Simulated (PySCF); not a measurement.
# Se: excitation energy

Se [Ar] 3d10 4s2 4p4 (3P) → Se [Ar] 3d10 4s1 4p4 5s1 (5P), as a difference of total energies. Calculation: PySCF 2.14, in aug-cc-pwCVTZ-PP with ECP10MDF; a scalar-relativistic core potential. Correlated levels: valence: 3s2 3p6 3d10 frozen; valence and next inner shell: nothing frozen outside the core potential. The calculations carry no spin-orbit coupling.

```csv
method,excitation energy (eV)
UHF,16.104
LDA,17.306
PBE,16.996
PBE0,17.038
r2SCAN,16.979
wB97X-V,17.514
r2SCAN0,16.974
wB97X,17.954
HSE06,17.086
MP2 (valence),16.377
SCS-MP2 (valence),16.541
MP2 (valence and next inner shell),16.735
SCS-MP2 (valence and next inner shell),16.811
```

Problem. How much does correlation contribute at MP2 (valence and next inner shell)?

Solution. 16.735 − (16.104) = 0.631 eV, measured against UHF.

The upper state lies above the first ionisation limit, where it may autoionise and the basis confines it. A Rydberg-like electron needs more diffuse functions than a valence basis has.

The promoted electron is Rydberg-like, and one or two diffuse shells describe it only roughly, which tends to raise the upper state.
